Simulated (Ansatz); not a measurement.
Reaction (redistribution): `C1[SiH2]S1` + `N#CC(N)O[SiH3]` → `N#C[SiH]1CS1` + `NCO[SiH3]`

Program: Ansatz. Geometries: PBE0-D4/def2-TZVP. ΔE: electronic, gas phase. CCSD(T)/CBS adds triple-zeta CCSD(T) − MP2 to the extrapolated MP2 energy (def2 sets, frozen cores). DFT in def2-TZVPP. One conformer a species, not always the lowest.

```csv
species,CAM-B3LYP-D4 energy (Eh)
`C1[SiH2]S1`,-728.22025
`N#CC(N)O[SiH3]`,-554.06055
`N#C[SiH]1CS1`,-820.47014
`NCO[SiH3]`,-461.83557
```

Question: Work out ΔE.

Answer: ΔE = (-820.47014) + (-461.83557) − (-728.22025) − (-554.06055) = -0.02491 Eh = -65.4 kJ/mol. CCSD(T)/CBS gives -69.0 kJ/mol.

Question: What do rigid-rotor, harmonic-oscillator terms from PBE0-D4/def2-TZVP frequencies (298.15 K, 1 bar) make of the CCSD(T)/CBS value? (An estimate is asked.)

Answer: Computed: ΔZPE = +7.1 kJ/mol, ΔH = -61.2 kJ/mol, ΔS = 6 J/(mol·K), ΔG = -62.9 kJ/mol. Modes under 50 cm⁻¹ make the entropy rough.

Largest T1 diagnostic among the species: 0.014.

From BLYP to BHLYP (50 % exact exchange), in def2-TZVPP and without D4, ΔE moves by +3.6 kJ/mol. At CCSD(T), def2-SVP lies +11.9 kJ/mol from the extrapolated value and def2-TZVPP +1.4 kJ/mol.
